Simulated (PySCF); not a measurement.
A geometry optimisation on `CC(C)[O][Sn]([Cl])([Cl])[Cl]` (SnCl3(OiPr)).

Method: PBE0-D3(BJ)/def2-SVP geometry optimisation, gas phase, def2 core potentials past Kr (PySCF 2.14.0). Start geometry: GFN2-xTB. The input is one job of a driver script: a line of settings, then coordinates in Å.

Input:
```
{"job": {"xc": "PBE0", "basis": "def2-SVP", "d3": "d3bj", "grid": 1, "maxiter": 30, "shake": 0.03, "kind": "geom"}, "charge": 0, "multiplicity": 1}
Sn     1.220420     1.261230     1.722460
Cl     1.035090     1.014700     3.976040
Cl     3.312720     1.217500     0.998760
Cl     0.324420     3.386700     1.080490
O      0.065190    -0.183580     0.889240
C     -0.588480    -0.151630    -0.329380
C     -1.419230    -1.430220    -0.303960
C      0.448930    -0.170350    -1.503110
H     -1.237700     0.728810    -0.353720
H     -0.822980    -2.308120    -0.174860
H     -2.043710    -1.494680    -1.201160
H     -2.112240    -1.385180     0.560080
H      0.897600     0.766920    -1.532310
H      1.035330    -1.017200    -1.358090
H     -0.148130    -0.311010    -2.426480
```

Output:
```
step   0  E = -1787.54636500  max force = 0.088758
step   1  E = -1787.56621436  max force = 0.020394
step   2  E = -1787.56766703  max force = 0.003701
step   3  E = -1787.56797813  max force = 0.003004
step   4  E = -1787.56802021  max force = 0.001341
step   5  E = -1787.56800678  max force = 0.002037
step   6  E = -1787.56798993  max force = 0.003145
step   7  E = -1787.56804542  max force = 0.001936
step   8  E = -1787.56806617  max force = 0.000602
step   9  E = -1787.56806792  max force = 0.000374
optimisation converged
```

Energies in Eh; «max force» is the largest Cartesian gradient component in Eh/bohr.

Task: At which steps does the energy rise by more than 1e-5 Eh?

Result: At steps 5 (+0.01 mEh) and 6 (+0.02 mEh).

Summary of the converged run: final energy -1787.56807 Eh after 9 steps; dipole 2.03 D.

Task: Where do the atoms end?

Result: 0.172 Å rms from the input after alignment:
```
atom  x, y, z in Å
Sn1    1.0438    1.3594    1.6084
Cl2    1.0318    1.4106    3.9222
Cl3    3.2493    1.3221    0.8813
Cl4    0.0330    3.2432    0.6911
O5     0.0322   -0.2156    1.0401
C6    -0.5816   -0.2404   -0.2489
C7    -1.3937   -1.5183   -0.2991
C8     0.4531   -0.1530   -1.3558
H9    -1.2701    0.6224   -0.3389
H10   -0.7304   -2.3929   -0.2185
H11   -1.9541   -1.5841   -1.2435
H12   -2.1072   -1.5477    0.5362
H13    1.0138    0.7957   -1.3102
H14    1.1740   -0.9811   -1.2755
H15   -0.0268   -0.1965   -2.3449
```

Task: How long does this job take on an Arm Neoverse V2 with one thread, no GPU, shared host with 96 logical CPUs at a one-minute load of 56? And the peak memory of the process?

Result: About 2.8 min, with 0.77 GiB resident at the peak, the Python interpreter and its libraries included.
Labels such as C1 count atoms from 1, the log's own numbers from 0.
